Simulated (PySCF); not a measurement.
Compound: H8NOSi3 (doublet state).
Numbering: `[SiH3:1][NH:2][SiH:3][O:4][SiH3:5]` (hydrogens: H6, H7, H8 on Si1; H9 on N2; H10 on Si3; H11, H12, H13 on Si5)

Structure used (GFN2-xTB), in Å, numbered top down from 1:
```
atom  x, y, z in Å
Si1   -2.6564   -0.1773   -0.6622
N2    -0.9495   -0.2759   -0.4036
Si3   -0.0904   -0.5904    1.0641
O4     1.4988   -0.3811    0.7780
Si5    2.8160    0.2711    0.1062
H6    -3.1009    1.2227   -0.6888
H7    -2.9574   -0.8053   -1.9503
H8    -3.2566   -0.8836    0.4655
H9    -0.3669   -0.0722   -1.2023
H10   -0.4427    0.3802    2.0984
H11    2.7606    1.7230    0.2816
H12    2.8142   -0.0722   -1.3172
H13    3.9267   -0.3385    0.8290
```

The hyperfine couplings belong to this conformer and change with its torsions.

Method used: UKS B3LYP, pcH-1 on H N O Si, non-relativistic, mean-field spin-orbit, GIAO (PySCF 2.14.0). Geometry: GFN2-xTB, one conformer, isolated molecule. The geometry wasn't refined by DFT: couplings that depend on bond lengths, twists or pyramidal angles can differ widely from those at the functional's own minimum, by a factor of two or more for some ions and for spin on atoms past the first row. The SCF solution wasn't tested for stability.

(1) The isotropic 29Si couplings are -734.7, -13.0, +2.9 MHz. Assign them to Si1; Si3; Si5.

## Answers

(1) 
```tsv
site	a_iso (MHz)	ρ(0) (bohr⁻³)	position	distance from Si3 (Å)	spin population	largest |T| (MHz)
Si1	+2.9	-0.0032	2 bonds from Si3	3.12	0.00	1.5
Si3	-734.7	+0.8277	largest spin population	0.00	+0.76	132.8
Si5	-13.0	+0.0147	2 bonds from Si3	3.18	+0.01	4.0
```

ρ(0) is the spin density at the nucleus and T the dipolar tensor; a_iso includes a spin–orbit part; entries for several nuclei are means. Largest spin populations (Mulliken): Si3 (+0.76), H10 (+0.11) and N2 (+0.08). Si3 is the only atom above +0.15. The angles at Si3 add up to 325.2°, so it is pyramidal.

β density exceeds α density at some nuclei, such as Si1 (-0.0032), spin density in bohr⁻³. In a single determinant that takes different orbitals for the two spins, that is spin polarisation.

Nuclei that the bonding pattern makes equivalent are averaged, as if the motion that swaps them (rotation, inversion, ring flip) were fast. The three 1H nuclei of mean +1.5 MHz run from -0.8 to 6.1 MHz in the frozen geometry. The three 1H nuclei of mean +1.2 MHz run from -0.7 to 4.7 MHz in the frozen geometry.

Time: 63 s (grids of density and orbitals included); peak memory 0.77 GiB. Hardware: one thread of an Arm Neoverse V1, shared host with 32 logical CPUs at a one-minute load of 31.
